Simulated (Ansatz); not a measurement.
CH₆BNO₂, SMILES `COB(N)O`, 11 atoms. Total charge 0; spin multiplicity 1. All runs use 4 threads of a server CPU on a shared host. Correlated methods freeze the cores.

Task: How many basis functions does each run have, and how long does it take in Ansatz? RHF-CCSD(T)/def2-SVP energy; RKS B3LYP-D4/def2-TZVPP energy and forces; RKS ωB97M-V/def2-TZVPP energy and forces; RKS ωB97M-V/def2-QZVPP energy; RKS ωB97M-V/def2-SVP energy; RKS PBE-D4/def2-TZVPP energy and forces; RHF-MP2/def2-QZVPP energy; RHF-CCSD(T)/def2-TZVPP energy; RKS CAM-B3LYP-D4/def2-TZVPP energy; RKS PBE0-D4/def2-TZVP relaxation (7 steps); RKS PBE0-D4/def2-TZVP frequencies; RKS PBE0-D4/def2-SVP energy. (Estimate.)

Result: The calculation gave: Other jobs shared the machine, so times are rough.

```
                      level                   job  functions  wall time  peak host memory (GiB)
       RKS PBE0-D4/def2-SVP                energy        100     0.85 s                    0.19
      RKS PBE-D4/def2-TZVPP     energy and forces        239      1.9 s                    0.27
RKS CAM-B3LYP-D4/def2-TZVPP                energy        239      2.4 s                    0.54
       RKS ωB97M-V/def2-SVP                energy        100      2.8 s                    0.28
    RKS B3LYP-D4/def2-TZVPP     energy and forces        239        3 s                    0.57
       RHF-CCSD(T)/def2-SVP                energy        100      4.4 s                    0.47
     RKS ωB97M-V/def2-TZVPP     energy and forces        239      8.5 s                    0.74
     RKS ωB97M-V/def2-QZVPP                energy        465       14 s                     1.7
      RKS PBE0-D4/def2-TZVP  relaxation (7 steps)        191       19 s                    0.43
         RHF-MP2/def2-QZVPP                energy        465       24 s                     2.8
      RKS PBE0-D4/def2-TZVP           frequencies        191      110 s                    0.44
     RHF-CCSD(T)/def2-TZVPP                energy        239    2.1 min                     4.9
```

B3LYP here is the variant with VWN-RPA as its local correlation; programs differ in this.
